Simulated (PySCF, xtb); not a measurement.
Si(NMe2)(SiH3) (C₂H₉NSi₂), SMILES CN([Si][SiH3])C (connectivity only; charge and spin as stated), neutral, multiplicity 1. One conformer was computed; it need not be the lowest.

Harmonic wavenumbers (cm⁻¹) from GFN2-xTB in xtb 6.7.1 at its own minimum, in rising order: 64, 75, 142, 143, 185, 294, 295, 369, 384, 415, 525, 689, 826, 842, 882, 1025, 1047, 1082, 1121, 1194, 1296, 1410, 1424, 1473, 1483, 1497, 1508, 2105, 2118, 2136, 2899, 2904, 2928, 2936, 3032, 3038.

What does ωB97X-D3(BJ)/def2-SVP run with PySCF 2.14.0 give at its own minimum? (Estimate from the structure and the level; the computed values follow.)

88, 134, 149, 172, 229, 311, 344, 404, 425, 437, 533, 692, 889, 951, 962, 1045, 1082, 1110, 1171, 1238, 1329, 1439, 1462, 1468, 1475, 1485, 1506, 2199, 2205, 2229, 3033, 3039, 3108, 3113, 3170, 3200. Paired by order, the mean absolute difference is 58 cm⁻¹ and the zero-point energies are 65.5 and 68.4 kcal/mol.
